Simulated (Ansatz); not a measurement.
Start from `[SiH3]Cl` and change one element to get `[Cl][SnH3]`.

Ansatz, PBE0-D4/def2-TZVP geometries, multiplicity 1. 

Elements past krypton have def2 core potentials.

| property | `[SiH3]Cl` |
| --- | --- |
| LUMO energy (PBE0/def2-TZVPP) / eV | -0.09 |
| size of the dipole moment (B3LYP/def2-TZVPP) / D | 1.25 |
| LUMO energy (B3LYP/def2-TZVPP) / eV | -0.31 |
| HOMO–LUMO gap (ωB97M-V/def2-TZVPP) / eV | 12.97 |
| HOMO–LUMO gap (PBE0/def2-TZVPP) / eV | 8.94 |
| size of the dipole moment (PBE/def2-TZVPP) / D | 1.16 |

(1) What does the change do to each property? (Best estimate.)

Answers

(1) The calculation gave: 
```csv
property,`[Cl][SnH3]`,shift
LUMO energy (PBE0/def2-TZVPP) / eV,-0.87,-0.78
size of the dipole moment (B3LYP/def2-TZVPP) / D,2.45,1.20
LUMO energy (B3LYP/def2-TZVPP) / eV,-1.14,-0.83
HOMO–LUMO gap (ωB97M-V/def2-TZVPP) / eV,11.63,-1.34
HOMO–LUMO gap (PBE0/def2-TZVPP) / eV,7.76,-1.18
size of the dipole moment (PBE/def2-TZVPP) / D,2.35,1.19
```

With PBE0 the HOMO rises by 0.40 eV and the LUMO falls by 0.78 eV, so the gap narrows by about 1.18 eV. PBE moves the HOMO by 0.38 eV and ωB97M-V by 0.41 eV. Dipoles are sizes alone; their direction can turn.

B3LYP here is the variant with VWN-RPA as its local correlation; programs differ in this.
